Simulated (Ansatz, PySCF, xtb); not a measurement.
HF (SMILES F) and Si2H6 (SMILES [SiH3][SiH3]) are pulled apart as rigid monomers along the line of their centres of mass, from the B3LYP-D3(BJ)/def2-TZVP minimum. Starting geometry (charge 0, multiplicity 1):
| atom | x (Å) | y (Å) | z (Å) |
|---|---|---|---|
| F | 1.4596 | 0.3195 | -0.1744 |
| H | 1.3435 | 0.2997 | 0.7487 |
| Si | -0.4222 | -0.1706 | 5.2398 |
| Si | -0.3931 | -0.1698 | 2.8962 |
| H | -1.7700 | -0.5576 | 5.7197 |
| H | -0.0949 | 1.1824 | 5.7475 |
| H | 0.5741 | -1.1389 | 5.7548 |
| H | -0.6830 | -1.5122 | 2.3434 |
| H | 0.9742 | 0.2204 | 2.4398 |
| H | -1.3485 | 0.8125 | 2.3359 |

Interaction energies with rigid monomers; basis-set methods are counterpoise corrected unless marked otherwise.

Rows in 6-311+G**, STO-3G carry no dispersion term and start afresh at each structure.

Codes used: Ansatz (an electronic-structure program) with Gaussian orbitals; PySCF for 6-311+G** rows, STO-3G rows, the dispersion terms; xtb for the GFN methods. Each number belongs to the level named beside it.

| H2···H9 (Å) | GFN-FF (meV) | HF/STO-3G (no counterpoise) (meV) | PBE-D4/def2-TZVPPD (meV) | B3LYP/6-311+G** (no counterpoise) (meV) | wB97M-V/def2-TZVPPD (meV) |
|---|---|---|---|---|---|
| 1.56 | 67.6 | 168.8 | -94.0 | -45.2 | -48.8 |
| 1.73 | 9.6 | 75.3 | -103.0 | -64.0 | -71.8 |
| 1.99 | -22.3 | 14.3 | -88.5 | -61.0 | -70.2 |
| 2.41 | -24.4 | -8.1 | -52.9 | -37.4 | -44.8 |
| 3.10 | -10.8 | (withheld) | -18.2 | -14.3 | (withheld) |

Q: Fill in the missing entries.

A: 
- 3.10, wB97M-V/def2-TZVPPD (meV): -19.0
- 3.10, HF/STO-3G (no counterpoise) (meV): -5.9
